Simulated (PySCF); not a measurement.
The same groups moved round the core (butadiene methyl+boryl). Gas-phase values, no solvent. One relaxed conformer stands for each flexible species; it need not be the lowest. Strings in code marks are SMILES.

Computed with CAM-B3LYP-D3(BJ)/def2-TZVP in PySCF. All candidates: neutral, multiplicity 1. Excitations are Tamm–Dancoff values on a coarser integration grid. The basis has no diffuse functions, so Rydberg states are missing or too high.

brightest of the four lowest singlets (TDA): 5.03 eV
HOMO: -8.20 eV
LUMO: -1.11 eV

Question: Identify which member has these values.
(A) `B/C=C(/C)C=C`
(B) `B/C=C/C=C\C`
(C) `B/C=C/C(=C)C`
(D) `BC(=C)/C=C\C`

Answer: B, `B/C=C/C=C\C`. The others give `B/C=C(/C)C=C`: 5.00 eV, -8.40 eV, -1.14 eV; `B/C=C/C(=C)C`: 5.19 eV, -8.43 eV, -1.15 eV; `BC(=C)/C=C\C`: 6.28 eV, -8.06 eV, -0.68 eV
